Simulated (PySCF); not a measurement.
The vertical singlet excitations below were computed for one of the candidates. Method used: PySCF 2.14.0, density-fitted response routines, TDDFT B3LYP/def2-SVPD, vertical, gas phase, core orbitals frozen in the response. Geometries: GFN2-xTB, one conformer each.

| state | E (eV) | f | main configurations (H = HOMO, L = LUMO) |
| --- | --- | --- | --- |
| S1 | 7.68 | 0.019 | H→L+1 (58%), H→L (31%), H→L+2 (9%) |
| S2 | 7.81 | 0.036 | H→L (67%), H→L+1 (28%) |
| S3 | 8.17 | 0.0033 | H→L+2 (74%), H→L+3 (13%), H→L+1 (9%) |
| S4 | 8.60 | 0.0006 | H-1→L (82%) |
| S5 | 8.65 | 0.027 | H-1→L+1 (59%), H→L+3 (24%) |
| S6 | 8.78 | 0.093 | H→L+3 (51%), H-1→L+1 (16%), H-1→L (9%) |
| S7 | 8.85 | 0.030 | H→L+4 (87%) |
| S8 | 8.97 | 0.019 | H-2→L (67%), H-3→L+1 (11%), H-1→L+2 (9%) |

Orbital energies (eV): HOMO-3 -10.18, HOMO-2 -9.98, HOMO-1 -9.57, HOMO -8.70, LUMO 0.03, LUMO+1 0.08, LUMO+2 0.56.

Question: Which candidate is it? All have the formula C3H6F4Si.
A. `FC[SiH2]CC(F)(F)F`
B. `C[Si@H](F)CC(F)(F)F`
C. `FCC[SiH2]C(F)(F)F`

Answer: A. Its S1, at 7.68 eV, is the lowest among the candidates; the nearest of the others has S1 at 8.03 eV. S1 is HOMO→LUMO+1 (58%), HOMO→LUMO (31%), HOMO→LUMO+2 (9%). Löwdin shares by element: HOMO carbon 31% or more, fluorine 29% or more, silicon 19%, hydrogen 5% or more (atoms not listed hold the other 16%); LUMO silicon 31%, hydrogen 20% or more, carbon 17% or more (atoms not listed hold the other 31%). At the same level the other candidates give, for their lowest levels:
- `C[Si@H](F)CC(F)(F)F`: 8.10 eV (f 0.008); 8.35 eV (f 0.018); 8.56 eV (f 0.073); 8.87 eV (f 0.038); 8.92 eV (f 0.004); T1 7.75 eV; HOMO -9.22, LUMO 0.04 eV
- `FCC[SiH2]C(F)(F)F`: 8.03 eV (f 0.014); 8.22 eV (f 0.001); 8.42 eV (f 0.029); 8.68 eV (f 0.003); 8.72 eV (f 0.041); T1 7.53 eV; HOMO -9.06, LUMO -0.14 eV

Shape of the structure used: `[F:1][CH2:2][SiH2:3][CH2:4][C:5]([F:6])([F:7])[F:8]`: F1–C2–Si3–C4 -58°, C2–Si3–C4–C5 -179°, Si3–C4–C5–F6 -59°.
Triplets come from the Tamm–Dancoff approximation.
